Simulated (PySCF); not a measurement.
## Excitation energy of C²⁺ by level of theory

C²⁺ [He] 2s2 (1S) → C²⁺ [He] 2s1 2p1 (3P), as a difference of total energies. Computed with PySCF 2.14 in aug-cc-pCVQZ-DK, with scalar relativity by spin-free X2C-1e. Correlated levels: valence: 1s2 frozen; valence and next inner shell: nothing frozen. The calculations carry no spin-orbit coupling.

| method | excitation energy (eV) |
| --- | --- |
| UHF | 4.659 |
| LDA | 5.723 |
| PBE | 5.613 |
| PBE0 | 5.558 |
| r2SCAN | 5.072 |
| BLYP | 5.714 |
| BP86 | 5.721 |
| TPSS | 5.615 |
| MP2 (valence) | 5.806 |
| SCS-MP2 (valence) | 6.126 |
| MP2 (valence and next inner shell) | 5.799 |
| SCS-MP2 (valence and next inner shell) | 6.127 |

Task: How much does correlation contribute at MP2 (valence and next inner shell)?

Result: 5.799 − (4.659) = 1.140 eV, measured against UHF.

A first-order spin-orbit estimate (lowest level to lowest level, LS coupling) adds -0.007 eV.
